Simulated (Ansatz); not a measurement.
Cost and result for the atomization energy of CH₆BNO₂, SMILES `OBNCO` (11 atoms, 10 bonds).

Cartesian coordinates in Å:
```
O -2.2305 -0.4786 -1.0853
B -0.8923 -0.2446 -0.9427
N -0.2073 -0.3050 0.2854
C 1.1882 -0.0294 0.4589
O 1.4357 1.1632 1.1619
H -2.6899 -0.6978 -0.2713
H -0.2771 0.0272 -1.9338
H -0.6915 -0.4957 1.1508
H 1.6462 -0.0157 -0.5358
H 1.6699 -0.8098 1.0528
H 1.0487 1.8861 0.6590
```

Total charge 0; spin multiplicity 1. Geometry: relaxed with PBE0-D4/def2-TZVP. It is one conformer, not always the lowest. Program: Ansatz. Hardware: A = 2 threads of an AMD EPYC 7R13 on a shared host; B = 2 threads of an AMD EPYC 7R13 on a shared host and a share of an NVIDIA H100 80 GB. Times are those of one run each, without the atoms' runs, and a repeat can differ threefold. Electronic energies, without spin–orbit coupling; frozen cores. CCSD(T)/CBS extrapolates def2-TZVPP and def2-QZVPP, and its time is that of the two runs behind it. T1 = 0.012. B3LYP takes the VWN-RPA correlation (the form of Gaussian; ORCA's B3LYP/G).

CCSD(T)/CBS is a level of theory with its own doubt, some kJ/mol a heavy atom from the limit and from the frozen cores, so smaller differences don't rank the functionals.

```tsv
level	functions	wall time	atomization (kcal/mol)	difference from CCSD(T)/CBS	per bond
PBE-D4/def2-TZVPP (with forces) [A]	239	2.8 s	1063.2	28.7	2.9
PBE0-D4/def2-TZVPP [A]	239	3.3 s	1037.2	2.7	0.3
B3LYP-D4/def2-TZVPP (with forces) [A]	239	4.4 s	1038.3	3.8	0.4
r2SCAN-D4/def2-TZVPP (with forces) [A]	239	4.6 s	1037.4	2.9	0.3
B2PLYP/def2-TZVPP [A]	239	5.5 s	1028.0	-6.5	-0.6
ωB97X-V/def2-TZVPP [A]	239	7.5 s	1037.7	3.2	0.3
ωB97M-V/def2-TZVPP (with forces) [A]	239	11 s	1041.4	6.9	0.7
CCSD(T)/def2-TZVPP [B]	239	13 s	1006.8	-27.7	-2.8
CCSD(T)/def2-QZVPP [B]	465	39 s	1023.2	-11.3	-1.1
CCSD(T)/CBS(def2)	–	52 s	1034.5	0.0	0.0
```

In def2-TZVPP, CCSD(T) changes the Hartree–Fock value by +274.6 kcal/mol (the triples alone add +16.1 kcal/mol) and MP2 by +297.9 kcal/mol; breaking electron pairs costs correlation energy, which Hartree–Fock lacks. The D4 term adds +6.0 kcal/mol with B3LYP and +3.2 kcal/mol with PBE0; it sums over pairs of atoms, weighted by their polarisabilities, and B3LYP, whose exchange is more repulsive, gets the larger term. From PBE to PBE0 (25 % exact exchange), in def2-TZVPP and without D4, the atomization energy moves by −25.4 kcal/mol: exact exchange takes away binding that semilocal exchange gives to molecules.
